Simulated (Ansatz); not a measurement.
Reaction (cleavage of the Si–Al bond): `F[SiH](F)[AlH2]` + `[OH][GeH3]` → `F[SiH](F)[O][GeH3]` + `[AlH3]`

Program: Ansatz. Geometries: PBE0-D4/def2-TZVP. ΔE: electronic, gas phase. CCSD(T)/CBS adds triple-zeta CCSD(T) − MP2 to the extrapolated MP2 energy (def2 sets, frozen cores). This one scheme is used for every species. Functionals use def2-TZVPP. For Ge outer-core shells are correlated without core-valence functions, which leaves a few kJ/mol of doubt a bond. Scalar relativity is left out up to krypton. Each species was taken in one conformer, which may not be the lowest.

```
        level  ΔE (kcal/mol)
   r2SCANh-D4          -38.2
CCSD/def2-SVP          -39.6
```

Question: What does CCSD(T)/CBS give? (An estimate is asked.)

Answer: The calculation gave: -38.5 kcal/mol. The listed levels differ from it by 0.3, -1.1 kcal/mol.

Largest T1 diagnostic among the species: 0.012.

Leaving LDA and LC-ωPBE aside and taking each functional with its dispersion term where it has one, the values, not all of them listed here, spread over 9.9 kcal/mol, from B97M-V to PBE-D4. LDA lies −2.9 kcal/mol from PBE without D4. From PBE to PBE0 (25 % exact exchange), in def2-TZVPP and without D4, ΔE moves by −3.1 kcal/mol. At CCSD(T), def2-SVP lies −0.7 kcal/mol from the extrapolated value and def2-TZVPP −0.6 kcal/mol.
